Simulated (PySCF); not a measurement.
**SMILES CN(C)C(Cl)=C=CCl, C5H7Cl2N**

Molfile (atoms numbered from 1):
```
C5H7Cl2N
     RDKit          3D

 15 14  0  0  0  0  0  0  0  0999 V2000
   -0.5881   -1.1811   -0.2831 C   0  0  0  0  0  0  0  0  0  0  0  0
   -0.4420    0.2535   -0.2469 N   0  0  0  0  0  0  0  0  0  0  0  0
   -1.4487    0.9637    0.5085 C   0  0  0  0  0  0  0  0  0  0  0  0
    0.8504    0.7209   -0.2963 C   0  0  0  0  0  0  0  0  0  0  0  0
    1.0263    2.4544   -0.4693 Cl  0  0  0  0  0  0  0  0  0  0  0  0
    1.9467   -0.0170   -0.3103 C   0  0  0  0  0  0  0  0  0  0  0  0
    3.0328   -0.7358   -0.3443 C   0  0  0  0  0  0  0  0  0  0  0  0
    4.0091   -1.0761    1.0672 Cl  0  0  0  0  0  0  0  0  0  0  0  0
    0.0157   -1.5955   -1.1027 H   0  0  0  0  0  0  0  0  0  0  0  0
   -0.2647   -1.6679    0.6579 H   0  0  0  0  0  0  0  0  0  0  0  0
   -1.6442   -1.4292   -0.4603 H   0  0  0  0  0  0  0  0  0  0  0  0
   -1.4176    0.7166    1.5878 H   0  0  0  0  0  0  0  0  0  0  0  0
   -1.3108    2.0451    0.3959 H   0  0  0  0  0  0  0  0  0  0  0  0
   -2.4439    0.6999    0.1214 H   0  0  0  0  0  0  0  0  0  0  0  0
    3.4490   -1.1978   -1.2462 H   0  0  0  0  0  0  0  0  0  0  0  0
  1  2  1  0
  2  3  1  0
  2  4  1  0
  4  5  1  0
  4  6  2  0
  6  7  2  0
  7  8  1  0
  1  9  1  0
  1 10  1  0
  1 11  1  0
  3 12  1  0
  3 13  1  0
  3 14  1  0
  7 15  1  0
M  END
```

Computed with PySCF 2.14.0, quadratic response CAM-B3LYP/aug-cc-pVDZ first hyperpolarisability, Taylor convention, gas phase. Geometry: PBE0-D3(BJ)/def2-SVP.

Q: Give the tensor of the second harmonic β(−2ω;ω,ω) at 1907 nm in the axes of these coordinates.

A: In au, Taylor convention; rows are the first index (the induced dipole):
|  | xx | yy | zz | xy | xz | yz |
| --- | --- | --- | --- | --- | --- | --- |
| x | -343.1 | +6.5 | +26.8 | -7.1 | -33.1 | +2.2 |
| y | -4.3 | +41.1 | +18.1 | +6.1 | +2.5 | -11.8 |
| z | -31.9 | -12.4 | -96.9 | +2.2 | +26.7 | +18.4 |

Norm of βᵢ = ⅓ Σⱼ (βᵢⱼⱼ + βⱼᵢⱼ + βⱼⱼᵢ): 345.1 au, hyper-Rayleigh value 148.4 au.
